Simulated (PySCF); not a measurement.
Br4Zr, SMILES [Br][Zr-]([Br])([Br])[Br] (connectivity only; charge and spin as stated), charge -1, multiplicity 2.

Coordinates come from a B3LYP-D3(BJ)/def2-SVPD optimisation. The spin state was assumed, not searched. The def2 effective core potentials stand for the cores of Zr; spin–orbit coupling is left out.

Two levels are set side by side: PBE/def2-SVPD (PySCF) and PBE0/def2-SVPD (PySCF). Same geometry, gas phase. Differences are taken from unrounded values.

```
quantity                      PBE0
---------------------------  -----
α-spin orbital gap (eV)       2.38
β-spin orbital gap (eV)       6.42
mean polarisability (bohr³)  151.9
```

Task: What does PBE give, and how far is it from PBE0? (The exact figures need the calculation; the answer reports its results.)

Result: 
```
quantity                       PBE  PBE minus PBE0
---------------------------  -----  --------------
α-spin orbital gap (eV)       0.17           -2.20
β-spin orbital gap (eV)       4.35           -2.07
mean polarisability (bohr³)  164.1            12.2
```

Loosely held outer electrons make PBE densities more polarisable. Differences between two approximate levels are no errors against the true value.

Rough cost on one machine, each run with all the roots and properties that it gave: PBE0 against PBE within a factor of 2.
